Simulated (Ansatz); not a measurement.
Species: C$_{4}$H$_{12}$W, charge 0, multiplicity 1. This is an excited singlet: at this geometry the triplet lies 0.57 eV lower at RI-MP2/CBS(def2-TZVPPD,def2-QZVPPD)+[CCSD(T)-MP2]/def2-TZVPPD. SMILES: [CH3][W]([CH3])([CH3])[CH3]
Geometry: optimised at B3LYP-D3(BJ)/def2-TZVP (Ansatz, a program for electronic structure).

Property: vertical triplet-singlet gap (E(triplet) - E(singlet); each state is the SCF solution reached for its spin; the molecule has degenerate orbitals, so one determinant may break the symmetry; for the singlet the Hartree-Fock reference is unstable and T1 is 0.019), in kcal/mol. Valence correlation only, unless marked. UHF or UKS for open shells. No spin-orbit coupling. The frozen core is the preceding noble-gas configuration, with the filled d and f shells of earlier blocks. In def2 rows, elements after Kr have scalar-relativistic effective core potentials. Basis-set limits of correlation are two-point, X^-3; Hartree-Fock from the larger set. The bracket is a focal-point correction in the basis named.

```
level                                                          program  vertical triplet-singlet gap (kcal/mol)
-------------------------------------------------------------  -------  ---------------------------------------
HF/def2-SVPD                                                    Ansatz                                    -28.0
SVWN5/def2-TZVPD                                                Ansatz                                    -10.1
r2SCAN/def2-TZVPD                                               Ansatz                                    -20.4
B3LYP/def2-TZVPD                                                Ansatz                                    -13.8
CAM-B3LYP/def2-TZVPD                                            Ansatz                                    -14.4
wB97M-V/def2-TZVPD                                              Ansatz                                    -12.9
wB97X-V/def2-TZVPD                                              Ansatz                                    -12.4
B2PLYP/def2-TZVPD                                               Ansatz                                    -14.4
MP2/def2-SVPD                                                   Ansatz                                    -16.8
RI-MP2/def2-QZVPPD                                              Ansatz                                    -14.2
SCS-MP2/def2-TZVPPD                                             Ansatz                                    -11.1
CCSD/def2-TZVPPD                                                Ansatz                                    -16.3
CCSD(T)/def2-SVPD                                               Ansatz                                    -15.3
CCSD(T)/def2-TZVPPD                                             Ansatz                                    -14.1
RI-MP2/CBS(def2-TZVPPD,def2-QZVPPD)+[CCSD(T)-MP2]/def2-TZVPPD   Ansatz                                    -13.1
```
